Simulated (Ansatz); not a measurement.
Isolated molecules relaxed with PBE0-D4/def2-TZVP in Ansatz; ΔE leaves out vibrations. CCSD(T)/CBS adds triple-zeta CCSD(T) − MP2 to the extrapolated MP2 energy (def2 sets, frozen cores). Functionals use def2-TZVPP. One conformer a species, not always the lowest.

Reaction (ligand exchange at the Si–C bond): `C=C(CCl)[SiH2]F` + `CN[SiH3]` → `CN([SiH3])[SiH2]F` + `C=CCCl`

```json
{"level": "PBE-D4", "ΔE (eV)": "-0.72"}
{"level": "r2SCAN", "ΔE (eV)": "-0.78"}
```

Task: What does CCSD(T)/CBS give? (Best estimate.)

Result: Computed: -0.82 eV. The listed levels differ from it by 0.10, 0.04 eV.

Largest T1 diagnostic among the species: 0.011.
